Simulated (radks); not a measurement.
Charge is removed step by step from the 4p level of neutral palladium, starting from [Kr] 4d10. All-electron calculation, non-relativistic Kohn-Sham, PBEsol, spin-unpolarised, spherical densities, point nucleus; relativity is left out, which matters for an element this heavy. Program: a radial shooting solver on a logarithmic mesh with Libxc functionals.

| removed (e) | E - E(0) (eV) | eigenvalue (eV) | E minus straight line (eV) |
|---|---|---|---|
| 0 | 0.000 | -49.177 | 0.000 |
| 0.125 | 6.233 | -50.564 | -0.669 |
| 0.25 | 12.644 | -52.015 | -1.160 |
| 0.375 | 19.239 | -53.524 | -1.466 |
| 0.5 | 26.027 | -55.084 | -1.580 |
| 0.625 | 33.012 | -56.694 | -1.497 |
| 0.75 | 40.202 | -58.348 | -1.209 |
| 0.875 | 47.601 | -60.043 | -0.712 |
| 1 | 55.215 | -61.778 | 0.000 |

Removing the whole electron costs 55.215 eV by Delta-SCF, against 49.177 eV from minus the eigenvalue at the starting occupation. Slater's transition state (half an electron removed) gives 55.084 eV. Integrating minus the eigenvalue over the occupation (Janak's theorem) gives 55.215 eV. The mean slope of the eigenvalue, de/dn, is 12.6 eV per electron.
